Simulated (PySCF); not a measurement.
Si(Br)2(Me)(NH2) (CH5Br2NSi), SMILES C[Si](N)(Br)Br.

Geometry optimised at PBE0-D3(BJ)/def2-SVP. The geometry has at least one imaginary mode, so it is a saddle point at that level. This is a generated structure with no PubChem entry under its InChIKey; it may be hypothetical. The values are those of a single conformer.

Vertical ionisation energy (IE) and electron affinity (EA) in eV. Rows of orbital energies are one-electron estimates. Where ΔSCF, EOM or ADC give a negative EA the extra electron is unbound and the value depends on the basis.

| level | IE | EA |
|---|---|---|
| −ε(HOMO), −ε(LUMO), PBE0/def2-TZVP (PySCF) | (withheld) | (withheld) |
| −ε(HOMO), −ε(LUMO), PBE/def2-TZVP (PySCF) | 6.50 | 0.78 |

**Question.** Some entries are withheld; supply them. (An estimate is asked for; the answer gives what the named calculation found.)

**Answer.** 
- −ε(HOMO), −ε(LUMO), PBE0/def2-TZVP (PySCF), IE: 7.92
- −ε(HOMO), −ε(LUMO), PBE0/def2-TZVP (PySCF), EA: -0.14
